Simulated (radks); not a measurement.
Results of a calculation; reference values are marked as such.
Q: Species: In3+. Configuration: [Kr] 4d10 (the NIST ground configuration). Code: a radial shooting solver on a logarithmic mesh with Libxc functionals. Model: non-relativistic Kohn-Sham, exchange-only PBE, spin-polarised, spherical densities, point nucleus; relativity is left out, which matters for an element this heavy. Some entries of the table are withheld. Estimate them.

| orbital | occ. | eigenvalue (hartree) | <1/r> (bohr^-1) | r(max) (bohr) |
|---|---|---|---|---|
| 1s | 2 | -985.8607 | 48.48 | 0.02056 |
| 2s | 2 | -145.2360 | 11.06 | (1) |
| 2p | 6 | -135.7077 | 11.07 | 0.08926 |
| 3s | 2 | (2) | 3.971 | 0.3279 |
| 3p | 6 | -24.37525 | 3.891 | 0.3144 |
| 3d | 10 | -17.14837 | (3) | (4) |
| 4s | 2 | (5) | 1.563 | 0.7965 |
| 4p | 6 | -3.81406 | (6) | 0.8274 |
| 4d | 10 | -1.73331 | 1.161 | 0.9242 |

A: 
(1) 2s r(max) (bohr): 0.1140
(2) 3s eigenvalue (hartree): -28.27537
(3) 3d <1/r> (bohr^-1): 3.747
(4) 3d r(max) (bohr): 0.2587
(5) 4s eigenvalue (hartree): -5.08728
(6) 4p <1/r> (bohr^-1): 1.451
